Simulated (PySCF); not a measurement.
O₃S, charge -1, doublet, at a GFN2-xTB geometry (a state made from the parent by changing its charge; the spin is typed, not shown lowest) (in this run its highest filled SCF level lies above zero, so its values depend strongly on the basis, on diffuse functions most of all). Base run: PySCF with DF-SVWN5/def2-TZVP.

Here is a job for PySCF.
```python
from pyscf import gto, scf, dft

mol = gto.Mole()
mol.atom = '''
    O    -0.69438500   -1.24941139   -0.21223180
    S    -0.00917055   -0.00457520    0.24346489
    O    -0.72815248    1.23702084   -0.16677856
    O     1.44087858    0.02154096   -0.10791941
'''
mol.basis = 'def2-tzvp'
mol.charge = -1
mol.spin = 1
mol.verbose = 4
mol.build()

mf = dft.UKS(mol)
mf.xc = 'lda,vwn'
mf = mf.density_fit(auxbasis='def2-universal-jkfit')
mf.kernel()
mf.analyze()
```

Variants of this job, named by their change:

| change | ΔE vs base (µEh) | SCF cycles | <S^2> | outcome |
|---|---|---|---|---|
| base | 0.0 | 11 | 0.751 | converged |
| solver = newton | 0.0 | - | 0.751 | converged |
| conv_tol = 1e-6 | 0.1 | 8 | 0.751 | converged |
| DIIS = EDIIS | - | 50 | - | not converged |
| conv_tol_grad = 1e-7 | 0.0 | 16 | 0.751 | converged |
| conv_tol_grad = 1e-3 | 0.0 | 11 | 0.751 | converged |
| DIIS = ADIIS | 0.0 | 19 | 0.751 | converged |
| diis_space = 2 | - | 50 | - | not converged |
| init_guess = 1e | - | 50 | - | not converged |
| init_guess = atom | 0.0 | 12 | 0.751 | converged |
| diis_space = 20 | 0.0 | 11 | 0.751 | converged |
| diis = off (with mf.max_cycle = 100) | - | 100 | - | not converged |
| conv_tol = 1e-4 | 0.4 | 7 | 0.751 | converged |

Open shells are given as the SCF converged; they aren't shown to be the lowest states, and a large step between rows can be another state.
